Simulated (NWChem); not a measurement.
**Basis-set convergence for ClIn**

```xyz
2

In     0.0000     0.0000    -0.6307
Cl     0.0000     0.0000     1.8179
```
Charge 0, spin multiplicity 1.

The numbers come from NWChem runs, not from measurements. The geometry was optimised at PBE/def2-SVP with def2 effective core potentials on In, a minimum by its harmonic frequencies.

Quantity: LUMO energy at the level PBE.

Effective core potentials replace the inner electrons of In; spin-orbit coupling is left out. The structure started from a generated list of species.

```json
[
 {"basis": "def2-SVP", "functions": "44", "LUMO energy (eV)": "[?]"},
 {"basis": "def2-SVPD", "functions": "59", "LUMO energy (eV)": "[?]"},
 {"basis": "def2-TZVP", "functions": "87", "LUMO energy (eV)": "-2.47"},
 {"basis": "def2-TZVPP", "functions": "92", "LUMO energy (eV)": "-2.47"},
 {"basis": "def2-TZVPD", "functions": "102", "LUMO energy (eV)": "-2.52"},
 {"basis": "def2-QZVP", "functions": "152", "LUMO energy (eV)": "-2.51"}
]
```

Problem. Complete the blanks.

Solution. 
- def2-SVP, LUMO energy (eV): -2.35
- def2-SVPD, LUMO energy (eV): -2.54
